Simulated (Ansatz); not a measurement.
Ga5N4H16⁻, a cluster cut from zinc blende GaN (hydrogen-capped): single points at one geometry.

```yaml
crystal:
  periodic: [false, false, false]
  atoms:
    - {symbol: Ga, position_ang: [0.195050, -2.451768, -0.067843]}
    - {symbol: Ga, position_ang: [0.192170, -0.069417, -2.449880]}
    - {symbol: Ga, position_ang: [-2.085705, -0.006179, -0.001599]}
    - {symbol: Ga, position_ang: [0.188298, 0.066976, 2.450968]}
    - {symbol: Ga, position_ang: [0.180115, 2.452151, 0.071726]}
    - {symbol: N, position_ang: [-0.823997, -1.113287, -1.110390]}
    - {symbol: N, position_ang: [1.169216, -1.300071, 1.301709]}
    - {symbol: N, position_ang: [1.158440, 1.311171, -1.304134]}
    - {symbol: N, position_ang: [-0.832252, 1.106312, 1.111213]}
    - {symbol: H, position_ang: [1.362083, -3.120204, -0.942536]}
    - {symbol: H, position_ang: [-0.772753, -3.401297, 0.772333]}
    - {symbol: H, position_ang: [1.366107, -0.939359, -3.112423]}
    - {symbol: H, position_ang: [-0.778984, 0.761152, -3.404528]}
    - {symbol: H, position_ang: [-2.905000, -0.980529, 0.968704]}
    - {symbol: H, position_ang: [-2.905392, 0.965047, -0.974787]}
    - {symbol: H, position_ang: [-0.778410, -0.776013, 3.399141]}
    - {symbol: H, position_ang: [1.351778, 0.945229, 3.120927]}
    - {symbol: H, position_ang: [-0.792977, 3.400791, -0.763397]}
    - {symbol: H, position_ang: [1.346105, 3.121911, 0.946772]}
    - {symbol: H, position_ang: [-1.471128, -1.683551, -1.680468]}
    - {symbol: H, position_ang: [1.595052, -1.963013, 1.966006]}
    - {symbol: H, position_ang: [1.978153, -0.848515, 0.852337]}
    - {symbol: H, position_ang: [1.571631, 1.979672, -1.970880]}
    - {symbol: H, position_ang: [1.976063, 0.870538, -0.859652]}
    - {symbol: H, position_ang: [-1.483688, 1.672273, 1.680681]}
basis:
  gaussian: {orbitals: def2-TZVP, initial_orbitals: start.molden}
total_charge: -1
correlation: {method: mp2}
scf: {omitted_lower_state_checks: [starts]}
output: {orbitals: {seedname: orbitals}}
```

The file start.molden holds the orbitals of an earlier run on this structure, at another level or in another basis.

```sh
$ ansatz run in.yaml --threads 2 --pin off --events-out ev --progress --plain --max-ram 32768MiB --backend cuda --devices 0, --max-vram 18GiB
```

Output, abridged:

```
Functional definition: HF
3171 factors; integrals over basis functions are off by at most 1.1e-3 eV
mean field evaluation 1: about -267857.0659 eV, gradient 5.5e1 eV
mean field evaluation 2: about -267859.9419 eV, gradient 3.2e0 eV
mean field evaluation 4: about -267860.3462 eV, gradient 1.2e0 eV
mean field evaluation 8: about -267860.3493 eV, gradient 6.5e-5 eV
mean field -267860.34925164 eV, -9843.6862727321 hartree, gradient 1.2e-6 eV, S^2 0.000000; 0 other end points of the search recorded, 0 dependent functions left out
49 core orbitals not correlated: weight in the atoms' cores, before any rotation towards them, 1.000 or more for the frozen orbitals, at most 0.000 for the correlated occupied ones
reference -267860.34925164 eV, -9843.6862727321 hartree; 51, 51 occupied and 360, 360 virtual orbitals, 3171 factors
second order -56.27504472 eV of doubles, -0.00000000 eV of singles
Total energy: -267916.62429636 eV, -9845.7543424810 hartree
Checks for a lower state left out: starts
```

Hardware: 2 threads of AMD EPYC 7R13 on a shared host and a share (18 GiB) of an NVIDIA H100 80GB HBM3. Wall time 9 s, peak host memory 0.96 GiB.

As the first input, with `gaussian: {orbitals: def2-TZVP, fitting: {mean_field: def2-universal-jkfit}, initial_orbitals: start.molden}`, `hamiltonian: {xc: {name: BLYP}, dispersion: d4}` and without the key `correlation` (abridged; 8 s):

```
Functional definition: BLYP
mean field -268126.74200920 eV, -9853.4760260049 hartree, gradient 1.8e-5 eV, S^2 0.000000
Total energy: -268129.30411231 eV, -9853.5701815573 hartree
Checks for a lower state left out: starts
```

As the first input, with `gaussian: {orbitals: def2-TZVP, fitting: {mean_field: def2-universal-jkfit}, initial_orbitals: start.molden}`, `hamiltonian: {xc: r2scan, dispersion: d4}`, `output: {forces: true, orbitals: {seedname: orbitals}}` and without the key `correlation` (abridged; 9.5 s):

```
Functional definition: r2SCAN
mean field -268116.56397681 eV, -9853.1019902132 hartree, gradient 2.7e-5 eV, S^2 0.000000
Total energy: -268116.89776048 eV, -9853.1142565369 hartree
Atom 0 force    -0.000239     0.063478    -0.000532 eV/Å
Atom 1 force    -0.000205     0.000325     0.063396 eV/Å
Atom 2 force     0.077542     0.000166     0.000313 eV/Å
Atom 3 force     0.000349    -0.000455    -0.063668 eV/Å
Atom 4 force    -0.000226    -0.063890     0.000255 eV/Å
Atom 5 force    -0.134525    -0.132821    -0.132794 eV/Å
Atom 6 force     0.363936    -0.047855     0.050058 eV/Å
Atom 7 force     0.364297     0.052923    -0.051997 eV/Å
Atom 8 force    -0.135804     0.132832     0.131652 eV/Å
Atom 9 force    -0.153620     0.080568     0.110631 eV/Å
Atom 10 force     0.133502     0.113758    -0.108434 eV/Å
Atom 11 force    -0.154372     0.109636     0.079818 eV/Å
Atom 12 force     0.133905    -0.106890     0.114239 eV/Å
Atom 13 force     0.097504     0.126290    -0.125555 eV/Å
Atom 14 force     0.097770    -0.125856     0.125771 eV/Å
Atom 15 force     0.133328     0.108777    -0.113515 eV/Å
Atom 16 force    -0.153160    -0.110880    -0.080784 eV/Å
Atom 17 force     0.134034    -0.113321     0.107636 eV/Å
Atom 18 force    -0.153280    -0.080636    -0.110409 eV/Å
Atom 19 force     0.290863     0.261192     0.261083 eV/Å
Atom 20 force    -0.219433     0.315855    -0.316579 eV/Å
Atom 21 force    -0.398318    -0.225751     0.224268 eV/Å
Atom 22 force    -0.213984    -0.318452     0.317595 eV/Å
Atom 23 force    -0.402863     0.220470    -0.221882 eV/Å
Atom 24 force     0.292998    -0.259464    -0.260565 eV/Å
Dipole moment:     0.600331     0.003971    -0.001657 e Å
Checks for a lower state left out: starts
```

As the first input, with `gaussian: {orbitals: 6-31G}`, `hamiltonian: {xc: {name: B3LYP}, dispersion: d4}` and without the key `correlation` (abridged; 9.5 s):

```
Functional definition: B3LYP
mean field evaluation 16: about -268078.1814 eV, gradient 3.6e-5 eV
mean field -268078.18141238 eV, -9851.6914569874 hartree, gradient 3.8e-5 eV, S^2 0.000000
Total energy: -268080.19988261 eV, -9851.7656344001 hartree
Checks for a lower state left out: starts
```

The first input with `gaussian: {orbitals: def2-SVP, initial_orbitals: start.molden}`, `correlation: {method: ccsd_t}` (abridged; 27 s):

```
Functional definition: HF
mean field -267819.69039118 eV, -9842.1920871698 hartree, gradient 9.0e-7 eV, S^2 0.000000
49 core orbitals not correlated: weight in the atoms' cores, before any rotation towards them, 1.000 or more for the frozen orbitals, at most 0.000 for the correlated occupied ones
second order -50.44179522 eV of doubles, -0.00000000 eV of singles
cycle   1  -49.13532304 eV  change     1.3e0 eV  update   2.0e-1
cycle   2  -51.04007922 eV  change    -1.9e0 eV  update   5.9e-2
cycle   3  -51.34457951 eV  change   -3.0e-1 eV  update   2.7e-2
cycle   4  -51.32020906 eV  change    2.4e-2 eV  update   5.6e-3
cycle   5  -51.32075843 eV  change   -5.5e-4 eV  update   2.2e-3
cycle   6  -51.32120479 eV  change   -4.5e-4 eV  update   5.3e-4
cycle   7  -51.32093928 eV  change    2.7e-4 eV  update   2.2e-4
cycle   8  -51.32086759 eV  change    7.2e-5 eV  update   6.3e-5
perturbative correction -1.72379313 eV, -0.0633482292 hartree
Total energy: -267872.73505190 eV, -9844.1414424963 hartree
Checks for a lower state left out: starts
```

Geometry: PBE-D4/def2-SVP.

The 6-31G sets use Cartesian d functions. B3LYP takes the VWN-RPA correlation. Correlated methods freeze 49 core orbitals; core or outer-core shells of Ga are correlated, in sets that lack core-valence functions. Single mean-field runs in def2-TZVP are fitted with def2-universal-jkfit.
